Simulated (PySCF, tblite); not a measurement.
Potential energy surface of CH3 (anion, charge -1), singlet: map of symmetric stretch and umbrella angle. Scanned: C-H bond length and angle between the C-H bonds and the threefold axis (90 = planar).

Levels of theory: GFN2-xTB, 300 K electronic temperature (tblite); RHF/aug-cc-pVDZ (PySCF); PBE/aug-cc-pVDZ (PySCF); wB97X-V/aug-cc-pVDZ (PySCF); MP2 on RHF/aug-cc-pVDZ, 1 core orbital frozen (PySCF); CCSD on RHF/aug-cc-pVDZ, 1 core orbital frozen (PySCF); CCSD(T) on RHF/aug-cc-pVDZ, 1 core orbital frozen (PySCF).

Energies in eV at chosen points (x: C-H bond length (Å); y: angle between the C-H bonds and the threefold axis (90 = planar) (°)), relative to x = 1.12, y = 110:

| method | (1.02, 110) | (1.38, 130) | (1.17, 126) | (1.02, 130) | (1.12, 118) | (1.12, 98) | (1.27, 122) |
|---|---|---|---|---|---|---|---|
| GFN2-xTB | 0.513 | 1.246 | 0.256 | 2.031 | -0.070 | 0.516 | 0.259 |
| RHF | 0.395 | 2.186 | 0.505 | 1.641 | 0.078 | 0.142 | 0.874 |
| PBE | 0.516 | 1.657 | 0.360 | 1.597 | 0.069 | 0.101 | 0.632 |
| wB97X-V | 0.466 | 1.908 | 0.396 | 1.550 | 0.058 | 0.128 | 0.742 |
| MP2 | 0.496 | 1.907 | 0.435 | 1.643 | 0.086 | 0.101 | 0.764 |
| CCSD | 0.517 | 1.785 | 0.406 | 1.672 | 0.076 | 0.119 | 0.686 |
| CCSD(T) | 0.536 | 1.705 | 0.390 | 1.681 | 0.076 | 0.116 | 0.651 |
